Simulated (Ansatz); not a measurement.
Total energies of TiH₂Cl₂ from Ansatz at CCSD(T)/def2-TZVPP, gas phase (1 Eh = 27.2114 eV = 2625.5 kJ/mol). The reference geometry is relaxed at r2SCAN-D4/def2-TZVP.

```tsv
atom	x (Å)	y (Å)	z (Å)
Ti1	0.0386	-0.0088	0.0475
H2	-0.4433	-0.3409	1.6300
H3	1.7216	0.0509	-0.0562
Cl4	-0.7001	1.9701	-0.4412
Cl5	-0.6167	-1.6712	-1.1801
```

| state | geometry | energy (Eh) |
| --- | --- | --- |
| charge 0 singlet | reference | -1769.57265 |
| charge 1 doublet | reference | -1769.14368 |
| free Ti atom (triplet) | – | -848.72214 |
| free H atom (doublet) | – | -0.49981 |
| free Cl atom (doublet) | – | -459.66464 |

Correlated methods freeze 15 core orbitals; core or outer-core shells of Ti are correlated, in sets that lack core-valence functions. In CCSD on the charge 1 doublet the largest single amplitude is 0.25, so its Hartree–Fock determinant may place the open shell otherwise than the density functionals do.

(1) Work out the vertical ionisation energy to the doublet.

(2) What is the binding energy per atom against free atoms?

(1) E(charge 1 doublet) − E(charge 0 singlet) = -1769.14368 − (-1769.57265) = 0.42897 Eh = 11.67 eV.

(2) Atoms: 1 × (-848.72214) + 2 × (-0.49981) + 2 × (-459.66464) = -1769.05104 Eh. Binding: -1769.05104 − (-1769.57265) = 0.52161 Eh = 14.19 eV, or 2.84 eV for each of 5 atoms (no zero-point energy, no counterpoise term).

At CCSD(T)/def2-TZVPP the test of the restricted singlet for broken spin symmetry was undecided. At CCSD(T)/def2-TZVPP T1 of the charge 1 doublet is large (up to 0.057), so the single-reference result is doubtful. At CCSD(T)/def2-TZVPP the charge 1 doublet is spin-contaminated (final ⟨S²⟩ up to 1.30, 0.75 for a pure state).
